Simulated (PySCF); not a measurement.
Can point charges reproduce the dipole moment of `C=CC[P@@]1(=O)C[C@H]1C`?

Coordinates (GFN2-xTB, Å) and charges (e) from the PBE0/pcSseg-1 density (PySCF):

```json
{"atom": "C1", "x": "2.567", "y": "0.263", "z": "0.982", "Mulliken": "-0.1391", "IAO": "-0.3185", "Hirshfeld": "-0.0996", "ESP-fitted": "-0.4848"}
{"atom": "C2", "x": "2.112", "y": "0.521", "z": "-0.230", "Mulliken": "-0.2545", "IAO": "-0.1349", "Hirshfeld": "-0.0360", "ESP-fitted": "-0.0576"}
{"atom": "C3", "x": "1.142", "y": "-0.345", "z": "-0.963", "Mulliken": "-0.3878", "IAO": "-0.4963", "Hirshfeld": "-0.0967", "ESP-fitted": "-0.3411"}
{"atom": "P4", "x": "-0.383", "y": "0.660", "z": "-1.198", "Mulliken": "+0.9126", "IAO": "+1.4567", "Hirshfeld": "+0.4074", "ESP-fitted": "+0.5788"}
{"atom": "O5", "x": "-0.268", "y": "1.861", "z": "-2.036", "Mulliken": "-0.5847", "IAO": "-0.8932", "Hirshfeld": "-0.3958", "ESP-fitted": "-0.5523"}
{"atom": "C6", "x": "-1.905", "y": "-0.318", "z": "-1.096", "Mulliken": "-0.3941", "IAO": "-0.5518", "Hirshfeld": "-0.1355", "ESP-fitted": "-0.4884"}
{"atom": "C7", "x": "-1.565", "y": "0.540", "z": "0.171", "Mulliken": "-0.5036", "IAO": "-0.3619", "Hirshfeld": "-0.0712", "ESP-fitted": "+0.0707"}
{"atom": "C8", "x": "-1.350", "y": "-0.197", "z": "1.467", "Mulliken": "-0.1806", "IAO": "-0.4116", "Hirshfeld": "-0.1161", "ESP-fitted": "-0.5343"}
{"atom": "H9", "x": "3.250", "y": "0.927", "z": "1.483", "Mulliken": "+0.1249", "IAO": "+0.1577", "Hirshfeld": "+0.0506", "ESP-fitted": "+0.1947"}
{"atom": "H10", "x": "2.284", "y": "-0.627", "z": "1.520", "Mulliken": "+0.1092", "IAO": "+0.1423", "Hirshfeld": "+0.0450", "ESP-fitted": "+0.2044"}
{"atom": "H11", "x": "2.402", "y": "1.422", "z": "-0.754", "Mulliken": "+0.1373", "IAO": "+0.1617", "Hirshfeld": "+0.0530", "ESP-fitted": "+0.1637"}
{"atom": "H12", "x": "0.919", "y": "-1.261", "z": "-0.421", "Mulliken": "+0.1500", "IAO": "+0.1563", "Hirshfeld": "+0.0536", "ESP-fitted": "+0.1523"}
{"atom": "H13", "x": "1.508", "y": "-0.582", "z": "-1.966", "Mulliken": "+0.1839", "IAO": "+0.1757", "Hirshfeld": "+0.0614", "ESP-fitted": "+0.1859"}
{"atom": "H14", "x": "-2.756", "y": "0.005", "z": "-1.680", "Mulliken": "+0.1675", "IAO": "+0.1698", "Hirshfeld": "+0.0535", "ESP-fitted": "+0.1828"}
{"atom": "H15", "x": "-1.870", "y": "-1.388", "z": "-0.950", "Mulliken": "+0.1438", "IAO": "+0.1540", "Hirshfeld": "+0.0454", "ESP-fitted": "+0.1569"}
{"atom": "H16", "x": "-2.193", "y": "1.421", "z": "0.273", "Mulliken": "+0.1637", "IAO": "+0.1637", "Hirshfeld": "+0.0538", "ESP-fitted": "+0.1003"}
{"atom": "H17", "x": "-0.867", "y": "0.447", "z": "2.200", "Mulliken": "+0.1324", "IAO": "+0.1530", "Hirshfeld": "+0.0442", "ESP-fitted": "+0.1447"}
{"atom": "H18", "x": "-2.308", "y": "-0.522", "z": "1.873", "Mulliken": "+0.1235", "IAO": "+0.1454", "Hirshfeld": "+0.0444", "ESP-fitted": "+0.1580"}
{"atom": "H19", "x": "-0.727", "y": "-1.075", "z": "1.318", "Mulliken": "+0.0956", "IAO": "+0.1318", "Hirshfeld": "+0.0382", "ESP-fitted": "+0.1651"}
```

Form Σ q r in debye for every column and set it beside the full dipole.

The full density gives (-0.01, -3.17, 2.44) D, 4.00 D in size; dipole vectors point from the negative to the positive end.

```json
{"scheme": "Mulliken", "μx": "0.45", "μy": "-3.65", "μz": "2.75", "size (D)": "4.59", "share of the full size (%)": "115", "angle to the full dipole (°)": "6"}
{"scheme": "IAO", "μx": "0.67", "μy": "-3.67", "μz": "2.50", "size (D)": "4.50", "share of the full size (%)": "112", "angle to the full dipole (°)": "9"}
{"scheme": "Hirshfeld", "μx": "0.25", "μy": "-2.36", "μz": "1.73", "size (D)": "2.94", "share of the full size (%)": "73", "angle to the full dipole (°)": "5"}
{"scheme": "ESP-fitted", "μx": "-0.01", "μy": "-3.23", "μz": "2.45", "size (D)": "4.05", "share of the full size (%)": "101", "angle to the full dipole (°)": "0"}
```

Which set comes closest?

Length of the difference vector: ESP-fitted 0.06 D, Mulliken 0.73 D, IAO 0.86 D, Hirshfeld 1.11 D. Closest: ESP-fitted. 

What is left for the Hirshfeld atoms' own dipoles?

The shares of the density sum to the whole, so what Σ q r misses lies in dipoles about the nuclei. The atomic dipoles sum to (-0.01, -3.17, 2.44) − (0.25, -2.36, 1.73) = (-0.26, -0.81, 0.71) D, 1.11 D in size.

With the origin at the mean of the coordinates, (-0.001, 0.092, 0.000) Å, which are the largest single terms, by size, of the ESP-fitted dipole along the direction of the full one?

O5 +7.01, P4 -3.28, C8 -2.90, H10 +1.46, H19 +1.37 D; all 19 atoms together +4.05 D. The single terms depend on the origin, their sum doesn't.

Give the size of the full dipole in other units.

4.00 D = 1.573 au = 0.833 e·Å = 13.34 × 10⁻³⁰ C·m.

One conformer (not necessarily the lowest) at the GFN2-xTB geometry, without solvent, vibrations or thermal averaging.

Conformer computed: `[CH2:1]=[CH:2][CH2:3][P@@:4]1(=[O:5])[CH2:6][C@H:7]1[CH3:8]`: C1–C2–C3–P4 116°, C2–C3–P4–O5 64°.
